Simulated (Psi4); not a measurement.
C3H12N2Si3, singlet, at the geometry of the source list; CCSD(T)/STO-3G in Psi4 1.11.

Here is a job for Psi4.
```
memory 2 GB

molecule mol {
0 1
  C    -0.189300    1.861500    1.174900
  C    -0.202200    0.753400    0.410400
  C    -1.524500    0.398100   -0.317600
  N    -2.411300   -0.368300    0.579200
  Si   -1.209800   -0.622200   -1.923500
  Si    0.871500   -1.241000   -1.122800
  N     0.890100   -0.120300    0.203200
  Si    2.452600   -0.168600    0.889400
  H     0.688900    2.190900    1.717300
  H    -1.074700    2.481600    1.279800
  H    -2.048300    1.310100   -0.629000
  H    -2.665500    0.233200    1.362800
  H    -1.869700   -1.125400    1.000000
  H    -1.122500    0.263700   -3.123000
  H    -2.152900   -1.763400   -2.128700
  H     1.959300   -0.949200   -2.094500
  H     0.895000   -2.631900   -0.598700
  H     3.397900    0.547900   -0.001200
  H     2.421000    0.517600    2.203700
  H     2.894500   -1.567600    1.118100
}

set basis sto-3g
set reference rhf

energy('ccsd(t)')
print_variables()
```

It wrote (shortened):

```
   => Loading Basis Set <=

    Name: STO-3G
    Role: ORBITAL
    Keyword: BASIS

         ---------------------------------------------------------
                                   SCF
               by Justin Turney, Rob Parrish, Andy Simmonett
                          and Daniel G. A. Smith
                              RHF Reference
         ---------------------------------------------------------

  ==> Geometry <==

    Molecular point group: c1
    Full point group: C1

    Geometry (in Angstrom), charge = 0, multiplicity = 1:

       Center              X                  Y                   Z               Mass
    ------------   -----------------  -----------------  -----------------  -----------------
         C           -0.290477331372     2.036627351838     1.387781443025    12.000000000000
         C           -0.303377331372     0.928527351838     0.623281443025    12.000000000000
         C           -1.625677331372     0.573227351838    -0.104718556975    12.000000000000
         N           -2.512477331372    -0.193172648162     0.792081443025    14.003074004430
         SI          -1.310977331372    -0.447072648162    -1.710618556975    27.976926534650
         SI           0.770322668628    -1.065872648162    -0.909918556975    27.976926534650
         N            0.788922668628     0.054827351838     0.416081443025    14.003074004430
         SI           2.351422668628     0.006527351838     1.102281443025    27.976926534650
         H            0.587722668628     2.366027351838     1.930181443025     1.007825032230
         H           -1.175877331372     2.656727351838     1.492681443025     1.007825032230
         H           -2.149477331372     1.485227351838    -0.416118556975     1.007825032230
         H           -2.766677331372     0.408327351838     1.575681443025     1.007825032230
         H           -1.970877331372    -0.950272648162     1.212881443025     1.007825032230
         H           -1.223677331372     0.438827351838    -2.910118556975     1.007825032230
         H           -2.254077331372    -1.588272648162    -1.915818556975     1.007825032230
         H            1.858122668628    -0.774072648162    -1.881618556975     1.007825032230
         H            0.793822668628    -2.456772648162    -0.385818556975     1.007825032230
         H            3.296722668628     0.723027351838     0.211681443025     1.007825032230
         H            2.319822668628     0.692727351838     2.416581443025     1.007825032230
         H            2.793322668628    -1.392472648162     1.330981443025     1.007825032230

  Running in c1 symmetry.

  Rotational constants: A =      0.05573  B =      0.03429  C =      0.02417 [cm^-1]
  Rotational constants: A =   1670.71445  B =   1027.95691  C =    724.70549 [MHz]
  Nuclear repulsion =  633.597123618759724

  Charge       = 0
  Multiplicity = 1
  Electrons    = 86
  Nalpha       = 43
  Nbeta        = 43

  ==> Algorithm <==

  SCF Algorithm Type is PK.
  DIIS enabled.
  MOM disabled.
  Fractional occupation disabled.
  Guess Type is SAD.
  Energy threshold   = 1.00e-08
  Density threshold  = 1.00e-08
  Integral threshold = 1.00e-12

  ==> Primary Basis <==

  Basis Set: STO-3G
    Blend: STO-3G
    Number of shells: 42
    Number of basis functions: 64
    Number of Cartesian functions: 64
    Spherical Harmonics?: true
    Max angular momentum: 1

  ==> Integral Setup <==

  Using in-core PK algorithm.
   Calculation information:
      Number of atoms:                  20
      Number of AO shells:              42
      Number of primitives:            126
      Number of atomic orbitals:        64
      Number of basis functions:        64

      Integral cutoff                 1.00e-12
      Number of threads:                 1

  Performing in-core PK
  Using 4328480 doubles for integral storage.
  We computed 332506 shell quartets total.
  Whereas there are 408156 unique shell quartets.

  ==> DiskJK: Disk-Based J/K Matrices <==

    J tasked:                  Yes
    K tasked:                  Yes
    wK tasked:                  No
    Schwarz Cutoff:          1E-12

  Minimum eigenvalue in the overlap matrix is 1.9478420162E-01.
  Reciprocal condition number of the overlap matrix is 8.0042279682E-02.
    Using symmetric orthogonalization.

  ==> Pre-Iterations <==

  SCF Guess: Superposition of Atomic Densities via on-the-fly atomic UHF (no occupation information).

   -------------------------
    Irrep   Nso     Nmo
   -------------------------
     A         64      64
   -------------------------
    Total      64      64
   -------------------------

  ==> Iterations <==

                        Total Energy        Delta E     RMS |[F,P]|

   @RHF iter SAD: -1076.89950114348267   -1.07690e+03   0.00000e+00
   @RHF iter   1: -1083.43709356198019   -6.53759e+00   4.40618e-03 DIIS/ADIIS
   @RHF iter   2: -1083.49165819468317   -5.45646e-02   1.46358e-03 DIIS/ADIIS
   @RHF iter   3: -1083.49703689145917   -5.37870e-03   3.84266e-04 DIIS/ADIIS
   @RHF iter   4: -1083.49758937098818   -5.52480e-04   1.29497e-04 DIIS/ADIIS
   @RHF iter   5: -1083.49764763520307   -5.82642e-05   2.88768e-05 DIIS
   @RHF iter   6: -1083.49765337304098   -5.73784e-06   1.36442e-05 DIIS
   @RHF iter   7: -1083.49765437884344   -1.00580e-06   2.41737e-06 DIIS
   @RHF iter   8: -1083.49765440951569   -3.06723e-08   7.72427e-07 DIIS
   @RHF iter   9: -1083.49765441269687   -3.18119e-09   2.33409e-07 DIIS
   @RHF iter  10: -1083.49765441297632   -2.79442e-10   4.75196e-08 DIIS
   @RHF iter  11: -1083.49765441298860   -1.22782e-11   1.12356e-08 DIIS
   @RHF iter  12: -1083.49765441298814    4.54747e-13   2.72559e-09 DIIS
  Energy and wave function converged.

  ==> Post-Iterations <==

    Orbital Energies [Eh]
    ---------------------

    Doubly Occupied:

[...]
      43A     -0.217875

    Virtual:

[...]
    Final Occupation by Irrep:
              A
    DOCC [    43 ]
    NA   [    43 ]
    NB   [    43 ]

[...]
  @RHF Final Energy: -1083.49765441298814
    Total Energy =                      -1083.4976544129881404
[...]
	SCF energy                   =  -1083.49765441298814
	One-electron energy          =  -2765.53270186050395
	Two-electron energy          =   1048.43792382875881
	Reference energy             =  -1083.49765441298541

            **************************
            *                        *
            *        CCENERGY        *
            *                        *
            **************************

    Nuclear Rep. energy (wfn)     =  633.597123618759724
    SCF energy          (wfn)     = -1083.497654412988140
    Reference energy    (file100) = -1083.497654412985412

    Input parameters:
    -----------------
    Wave function   =     CCSD_T
    Reference wfn   =     RHF
    Brueckner       =     No
    Maxiter         =     50
    R_Convergence   =     1.0e-07
    E_Convergence   =     1.0e-06
    Restart         =     Yes
    DIIS            =     Yes
    AO Basis        =     NONE
    ABCD            =     NEW
    Cache Level     =     2
    Cache Type      =     LOW
    Print Level     =     1
    Num. of threads =     1
    # Amps to Print =     10
    Print MP2 Amps? =     No
    Analyze T2 Amps =     No
    Print Pair Ener =     No
    Local CC        =     No
    SCS-MP2         =     False
    SCSN-MP2        =     False
    SCS-CCSD        =     False

MP2 correlation energy -0.3975569637081284
                Solving CC Amplitude Equations
                ------------------------------
  Iter             Energy              RMS        T1Diag      D1Diag    New D1Diag    D2Diag
  ----     ---------------------    ---------   ----------  ----------  ----------   --------
     0        -0.397556963708128    0.000e+00    0.000000    0.000000    0.000000    0.160604
     1        -0.464682093335800    1.109e-01    0.004205    0.030370    0.030370    0.190309
     2        -0.499215315986946    4.191e-02    0.004981    0.034125    0.034125    0.215078
     3        -0.503257230592653    1.168e-02    0.005500    0.038616    0.038616    0.221958
     4        -0.503824120478984    4.389e-03    0.005567    0.038929    0.038929    0.226579
     5        -0.503917102242801    1.253e-03    0.005575    0.039000    0.039000    0.227919
     6        -0.503899999535183    3.763e-04    0.005572    0.038922    0.038922    0.228108
     7        -0.503894021932037    1.509e-04    0.005569    0.038858    0.038858    0.228160
     8        -0.503895531737133    6.432e-05    0.005566    0.038816    0.038816    0.228189
     9        -0.503895995372833    1.734e-05    0.005565    0.038805    0.038805    0.228191
    10        -0.503895815256045    5.936e-06    0.005565    0.038802    0.038802    0.228191
    11        -0.503895966264184    2.089e-06    0.005565    0.038801    0.038801    0.228190
    12        -0.503895974134867    6.425e-07    0.005565    0.038801    0.038801    0.228190
    13        -0.503896009947685    2.280e-07    0.005565    0.038800    0.038800    0.228190
    14        -0.503896022943987    7.691e-08    0.005565    0.038800    0.038800    0.228190

    Iterations converged.

    Largest TIA Amplitudes:
             39   0        -0.0244311609
             31   0        -0.0132391840
             42   9         0.0096575657
             38   0        -0.0090614862
             34   0         0.0088520991
             42   5        -0.0080021184
             32   0         0.0077379687
             37   0         0.0076928073
             39   9         0.0069636743
             32   9        -0.0067448487

    Largest TIjAb Amplitudes:
     42  42   0   0        -0.1374976744
     39  42   0   0         0.0615307375
     42  39   0   0         0.0615307375
     41  41   1   1        -0.0464204858
     39  39   0   0        -0.0400667612
     40  41   1   1         0.0281731670
     41  40   1   1         0.0281731670
     31  42   0   0         0.0262404697
     42  31   0   0         0.0262404697
     36  36   5   5        -0.0260780178

    SCF energy       (wfn)                    = -1083.497654412988140
    Reference energy (file100)                = -1083.497654412985412

    Opposite-spin MP2 correlation energy      =   -0.338940236990765
    Same-spin MP2 correlation energy          =   -0.058616726717363
    Singles MP2 correlation energy            =   -0.000000000000000
    MP2 correlation energy                    =   -0.397556963708128
      * MP2 total energy                      = -1083.895211376693624

    Opposite-spin CCSD correlation energy     =   -0.454057350110587
    Same-spin CCSD correlation energy         =   -0.049838672833400
    Singles CCSD correlation energy           =    0.000000000000000
    CCSD correlation energy                   =   -0.503896022943987
      * CCSD total energy                     = -1084.001550435929403

            **************************
            *                        *
            *        CCTRIPLES       *
            *                        *
            **************************

    Wave function   =    CCSD_T
    Reference wfn   =      RHF

    Nuclear Rep. energy (wfn)                =  633.597123618759724
    SCF energy          (wfn)                = -1083.497654412988140
    Reference energy    (file100)            = -1083.497654412985412
    CCSD energy         (file100)            =   -0.503896022943987
    Total CCSD energy   (file100)            = -1084.001550435929403

    Number of ijk index combinations:            14190
    Approx. words needed per explicit thread:           37044
    Number of threads for explicit ijk threading:    1

    MKL num_threads set to 1 for explicit threading.

    (T) energy                                =   -0.008371260342160
      * CCSD(T) total energy                  = -1084.009921696271476

  Variable Map:
  ----------------------------------------------------------------------------
[...]
  Array Variable Map:
  ----------------------------------------------------------------------------
[...]
[...]
```
